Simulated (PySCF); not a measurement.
Harmonic spectrum computed at PBE0 in the def2-SVP basis family (core potentials from Rb on, PySCF, no spin–orbit coupling):

| symmetry | ω (cm⁻¹) | IR (km/mol) |
| --- | --- | --- |
| a1 | 56 | 14.4 |
| a1 | 465 | 17.7 |
| b2 | 480 | 198 |

Problem. Which molecule gave it? In each, all ligands are bound to the one heavy central atom.
A. VS₂ (doublet)
B. RuS₂ (quintet)
C. CeS₂ (singlet)
D. TaS₂ (doublet)

Solution. C. It has C2v symmetry with Ce–S 2.318 Å (×2).
